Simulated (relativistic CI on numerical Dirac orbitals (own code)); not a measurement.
## Pd11+: computed level list

Method of calculation: Dirac-Coulomb-Breit CI, orbitals from a KLI potential per configuration, model QED (radiative potential, 1s self-energy scaled to tabulated hydrogen-like ionisation energies), unscaled Slater integrals (own radial code, finite nucleus).

Configuration list (outside the closed core [Ar] 3d10): 4s2.4p5, 4s.4p6, 4s2.4p4.4d, 4s.4p5.4d, 4s2.4p4.4f, 4s.4p5.4f, 4p6.4d, 4s2.4p4.5s, 4s.4p4.4d2, 4s2.4p4.5p, 4s2.4p3.4d.4f, 4p5.4d2, 4p4.4d3, 4p4.4d2.4f, 4p4.4d2.5s. Double excitations out of closed p, d and f shells are left out; levels of such configurations are missing from the list, as are those of other unlisted configurations, and high levels can miss mixing partners. These lack a partner that the ground configuration has and come out too high: 4s2.4p4.5p.

The lowest level is 4s2.4p5 2P°_3/2, with 99 % of that term; Hund's rules for 4s2.4p5 give 2P° with J = 3/2, in agreement.

```csv
No.,Configuration,Term,J,E (eV),%,jj configuration (%)
1,4s2.4p5,2P°,3/2,0.0000,99,4p3/2^3 (99)
2,4s2.4p5,2P°,1/2,5.5792,99,4p1/2 4p3/2^4 (99)
3,4s.4p6,2S,1/2,37.8770,78,4s (78)
4,4p4(3P).4d,4D,5/2,50.7327,76,4p3/2^2 4d3/2 (63)
5,4p4(3P).4d,4D,3/2,50.8430,66,4p3/2^2 4d3/2 (85)
6,4p4(3P).4d,4D,7/2,51.1761,79,4p3/2^2 4d5/2 (65)
7,4p4(3P).4d,4D,1/2,51.3720,51,4p3/2^2 4d3/2 (52)
8,4p4(3P).4d,4F,9/2,53.4949,82,4p3/2^2 4d5/2 (94)
9,4p4(3P).4d,2F,7/2,54.1615,39,4p3/2^2 4d3/2 (76)
10,4p4(3P).4d,2P,1/2,55.1479,60,4p1/2 4p3/2^3 4d3/2 (67)
11,4p4(1S).4d,2D,3/2,55.4328,40,4p3/2^2 4d3/2 (54)
12,4p4(3P).4d,4P,1/2,55.6143,80,4p1/2 4p3/2^3 4d3/2 (43)
13,4p4(3P).4d,4F,5/2,56.7352,82,4p1/2 4p3/2^3 4d3/2 (54)
14,4p4(1D).4d,2P,3/2,56.9085,26,4p1/2 4p3/2^3 4d3/2 (79)
15,4p4(3P).4d,4F,3/2,57.0095,44,4p3/2^2 4d5/2 (30)
16,4p4(3P).4d,4P,5/2,57.5809,61,4p3/2^2 4d5/2 (65)
17,4p4(3P).4d,4F,7/2,58.0904,46,4p1/2 4p3/2^3 4d5/2 (83)
18,4p4(1D).4d,2P,3/2,58.8135,41,4p1/2 4p3/2^3 4d5/2 (92)
19,4p4(1D).4d,2D,5/2,59.4749,61,4p1/2 4p3/2^3 4d5/2 (57)
20,4p4(1D).4d,2G,7/2,59.9819,65,4p1/2 4p3/2^3 4d3/2 (94)
21,4p4(3P).4d,2F,5/2,60.3073,83,4p1/2 4p3/2^3 4d5/2 (45)
22,4p4(1D).4d,2G,9/2,60.6347,82,4p1/2 4p3/2^3 4d5/2 (94)
23,4p4(1D).4d,2F,5/2,62.1982,67,4p1/2 4p3/2^3 4d5/2 (59)
24,4p4(1D).4d,2F,7/2,63.5960,89,4p1/2 4p3/2^3 4d5/2 (90)
25,4p4(1S).4d,2D,3/2,66.9789,77,4p3/2^4 4d3/2 (33)
26,4p4(1S).4d,2D,5/2,69.8488,73,4p3/2^4 4d5/2 (76)
27,4p4(1D).4d,2S,1/2,69.9895,73,4p1/2 4p3/2^3 4d3/2 (43)
28,4p4(3P).4d,2P,3/2,72.7784,81,4p1/2 4p3/2^3 4d3/2 (57)
29,4p4(3P).4d,2D,5/2,73.7220,95,4p1/2 4p3/2^3 4d3/2 (48)
30,4p4(3P).4d,2P,1/2,75.0467,93,4p1/2 4p3/2^3 4d5/2 (69)
```

Energies count from the lowest computed level; ° marks odd parity. Percentages are summed over parent terms; the parents shown are those of the largest component, closed shells are left out there. Filled j subshells are mostly left out of the jj labels.

The mean weight of the leading LS term, summed over parents, in these 30 levels is 70 %, and that of the leading jj configuration (from the same eigenvectors) 68 %.

At this charge energies of transitions that change n are usually good to better than 1 %, and those within a shell (Δn = 0) to a few per cent.

LS names give the leading component of a level, which can be under half, so a name can repeat, a term be missing and a line seem to break the LS rules.
